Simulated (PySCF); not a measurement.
**Continuum solvent and chemical shifts**

Mapped SMILES: `[CH3:1][CH2:2][CH:3]([C:4]#[N:5])[CH2:6][CH3:7]`. Each H is labelled by its parent atom.

GIAO PBE0/pcSseg-1 in PySCF on one PBE0-D3(BJ)/def2-SVP conformer, non-relativistic, equivalent nuclei averaged. Solvents enter as an IEF-PCM continuum (chloroform with ε = 4.7, water with ε = 78.4) around the gas-phase geometry. Shifts are referred to TMS computed in the same medium.

In chloroform, δ in ppm: C4 132.1, C3 37.8, C2/C6 30.7, C1/C7 14.7, H(C3) 2.08, Hb(C2)/Ha(C6) 1.45, Ha(C2)/Hb(C6) 1.43, H(C1)/H(C7) 1.18. Dipole moment 4.91 D.

Question: How does each δ change in the more polar medium?

Answer: 
| atoms | environment | Δδ, water |
| --- | --- | --- |
| C4 | nitrile carbon | +2.2 |
| C3 | sp3 CH α to a nitrile | +0.3 |
| C2/C6 | sp3 CH2 | 0.0 |
| C1/C7 | methyl carbon | +0.2 |
| H(C3) | hydrogen on an sp3 CH α to a nitrile | +0.16 |
| Hb(C2)/Ha(C6) | hydrogen on an sp3 CH2 | +0.10 |
| Ha(C2)/Hb(C6) | hydrogen on an sp3 CH2 | +0.02 |
| H(C1)/H(C7) | hydrogen on a methyl carbon | -0.02 |

Changes are relative to chloroform. The dipole moment becomes 5.33 D in water.

Question: Which nuclei move most (in ppm), and what does the model miss?

Answer: C4 (nitrile carbon, +2.2 ppm) in water. A continuum only polarises the solute; specific hydrogen bonds, the anisotropy of aromatic solvents and changes of geometry or conformer are outside it.
